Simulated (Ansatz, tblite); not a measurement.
Series SbMe2X: gap (eV) at several levels, gas phase, relaxed structures; Ansatz, xTB through tblite. Core potentials for I, Sb in the def2 sets, no spin–orbit coupling. The structures are stationary points that may keep the symmetry of their start.

```tsv
species	state	geometry	GFN2-xTB	PBE-D4/def2-TZVPD	B3LYP-D4/def2-TZVP	PBE0-D4/def2-SVP	PBE0-D4/def2-TZVPD
SbMe2Br (C2H6BrSb)	singlet	B3LYP-D4/def2-SVP	3.94	3.67	5.11	5.54	5.46
SbMe2I (C2H6ISb)	singlet	B3LYP-D4/def2-SVP	3.81	3.28	4.63	5.01	5.01
SbMe2H (C2H7Sb)	singlet	r2SCAN-D4/def2-SVP	4.72	4.85	6.26	6.96	6.53
```

(1) Estimate the column for CAM-B3LYP-D4/def2-TZVP.

(1) SbMe2Br (C2H6BrSb) 7.70; SbMe2I (C2H6ISb) 7.15; SbMe2H (C2H7Sb) 8.77.

Over the 3 species that have every level, the mean is 4.16 at GFN2-xTB, 3.94 at PBE-D4/def2-TZVPD, 5.33 at B3LYP-D4/def2-TZVP, 5.84 at PBE0-D4/def2-SVP, 5.67 at PBE0-D4/def2-TZVPD, 7.87 at CAM-B3LYP-D4/def2-TZVP. Orbital gaps grow with the share of exact exchange and aren't one observable across functionals.
